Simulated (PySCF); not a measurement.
**Se (selenium, neutral) across methods**

[Ar] 3d10 4s2 4p3 5s1, high-spin 5S determinant (an excited configuration). All numbers are calculated (PySCF 2.14, a scalar-relativistic core potential, in aug-cc-pVDZ-PP with ECP10MDF (5s4p3d, 32 functions)).

| method | E (hartree) | mean ε 4s β (eV) | mean ε 4p α (eV) | mean ε 5s α (eV) | Σ⟨r²⟩ (bohr²) | ⟨S²⟩ |
| --- | --- | --- | --- | --- | --- | --- |
| PBE | -372.8877 | -19.233 | -10.692 | -1.716 | 57.06 | 6.000 |
| PBE0 | -372.8582 | -20.402 | -12.132 | -2.169 | 57.12 | 6.000 |
| UHF | -371.64853 | -22.458 | -15.710 | -3.187 | 57.76 | 6.001 |
| r2SCAN | -372.7624 | -19.441 | -11.287 | -1.733 | 57.09 | 6.000 |
| wB97X-V | -372.8432 | -23.174 | -14.356 | -3.342 | 57.19 | 6.000 |
| M06-2X | -373.0518 | -20.538 | -13.090 | -2.754 | 57.72 | 6.001 |
| PBEsol | -372.5252 | -19.265 | -10.699 | -1.761 | 57.06 | 6.000 |
| LDA | -372.3350 | -19.732 | -10.741 | -1.861 | 56.89 | 6.000 |
| CAM-B3LYP | -372.8629 | -22.275 | -13.321 | -2.789 | 57.01 | 6.000 |

Energies and moments cover only the electrons outside the core potential. The outer electron is Rydberg-like, and this basis confines it to a smaller radius and binds it less than a complete one would.
